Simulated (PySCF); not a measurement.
Si(Cl)2 anion (Cl2Si), SMILES [Si](Cl)Cl (connectivity only; charge and spin as stated), charge -1, multiplicity 2. Coordinates come from a PBE0-D3(BJ)/def2-SVPD optimisation. The spin state was assumed, not searched. The isomer is the one that the SMILES or the coordinates give; other isomers of the formula were not compared.

The numbers are results of PBE0-D3(BJ)/def2-SVPD (PySCF), not measurements.

Harmonic wavenumbers (cm⁻¹): 146, 356, 394. Rotational constants (GHz): 11.54, 2.458, 2.026; symmetry number 2.

**Question.** Work out the zero-point energy and the ideal-gas rigid-rotor harmonic-oscillator thermochemistry at 298.15 K and 1 atm.

**Answer.** ZPE = ½ Σ hcν = ½ × 896 cm⁻¹ = 5.36 kJ/mol. H − E(el) = 18.74 kJ/mol. Entropy in J/(mol K): translation 166.05, rotation 103.56, vibration 20.31, spin 5.76, total 295.68. G − E(el) = -69.42 kJ/mol. Cp = 53.98 J/(mol K). Modes under 150 cm⁻¹ make the vibrational entropy uncertain.
